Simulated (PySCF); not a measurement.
## Charge-transfer reorganisation: `c1(C#C)cncs1`, C₅H₃NS

Cartesian coordinates in Å; atom numbers follow the order of the lines, from 1:
```xyz
10

C     2.810   -0.555    0.169
C     1.626   -0.364    0.096
C     0.231   -0.140    0.011
C    -0.440    1.052   -0.022
N    -1.792    0.969   -0.105
C    -2.179   -0.259   -0.135
S    -0.922   -1.431   -0.066
H     3.861   -0.724    0.233
H     0.046    2.018    0.013
H    -3.218   -0.565   -0.200
```

Computed with UKS BHandHLYP/def2-SVP four-point reorganisation energy, gas phase (PySCF 2.14.0). Geometry: BHandHLYP/def2-SVP.

**Question.** What is the inner reorganisation energy for hole transfer, with the ionisation energy?

**Answer.** λ = 0.226 (surface of the oxidised species) + 0.225 (surface of the starting species) = 0.451 eV. The ionisation energy is 8.84 eV vertical and 8.61 eV adiabatic without zero-point energy; at the relaxed geometry of the oxidised species the two energies differ by 8.38 eV. Largest bond changes: C3–C4 1.368 → 1.440 Å, C4–N5 1.356 → 1.310 Å, C2–C3 1.415 → 1.372 Å, N5–C6 1.288 → 1.316 Å, C1–C2 1.202 → 1.218 Å. ⟨S²⟩ of the relaxed oxidised species 0.810.
